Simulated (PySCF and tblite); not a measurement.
Results of a calculation; reference values are marked as such.
C₆H₁₁NSi, numbered as in [N:1]#[C:2][SiH:3]1[CH2:4][CH2:5][CH2:6][CH2:7][CH2:8]1.

Geometries GFN2-xTB; weights from B3LYP-D3(BJ)/def2-SVP (IEF-PCM, water) energies and GFN2-xTB thermal corrections, with symmetry numbers and mirror pairs. Conformers within 2.5 kcal/mol (GFN2-xTB free energy) were kept, 3 at most. GIAO shieldings: WP04/pcSseg-1 (IEF-PCM, water). Shifts are against TMS (¹H), TMS (¹³C), TMS (²⁹Si) at the same level; of two unlike H on one atom, a is the less shielded. (PySCF 2.14, tblite 0.8.)

Predict the averaged NMR shifts at 298.15 K.

¹H: 3.96 (H3, 1H), 1.88 (H5a/H7a, 2H), 1.61 (H5b/H7b, 2H), 1.60 (H6a, 1H), 1.28 (H6b, 1H), 1.16 (H4a/H8a, 2H), 1.04 (H4b/H8b, 2H) ppm. ¹³C: 130.0 (C2), 33.9 (C6), 30.7 (C5/C7), 15.7 (C4/C8) ppm. ²⁹Si: -44.1 (Si3) ppm.

How do the conformers differ?

The 6-ring runs over atoms 3–4–5–6–7–8.
```json
{"conformer": "1", "shape": "6-ring chair (C2 axial)", "weight %": "79.1"}
{"conformer": "2", "shape": "6-ring chair (all substituents equatorial)", "weight %": "20.9"}
```

| signal | 1 | 2 | average |
| --- | --- | --- | --- |
| H3 | 3.98 | 3.89 | 3.96 |
| H4a/H8a | 1.18 | 1.07 | 1.16 |
| H4b/H8b | 0.99 | 1.24 | 1.04 |
| H5a/H7a | 2.04 | 1.31 | 1.88 |
| H5b/H7b | 1.50 | 2.04 | 1.61 |
| H6a | 1.72 | 1.18 | 1.60 |
| H6b | 1.17 | 1.70 | 1.28 |
| C2 | 130.1 | 129.8 | 130.0 |
| C4/C8 | 15.7 | 15.7 | 15.7 |
| C5/C7 | 30.7 | 30.5 | 30.7 |
| C6 | 33.9 | 33.8 | 33.9 |
| Si3 | -43.1 | -48.1 | -44.1 |

Which signal moves most, for its nucleus, between 250 and 350 K through the change of populations alone?

H5a/H7a: 1.92 ppm at 250 K, 1.88 ppm at 298.15 K, 1.86 ppm at 350 K.

Unscaled ²⁹Si shifts at such levels can be off by tens of ppm; differences between conformers or isomers are more reliable. Shifts are unscaled: against experiment ¹³C can be off by 15 ppm or more and ¹H by 0.8 ppm.
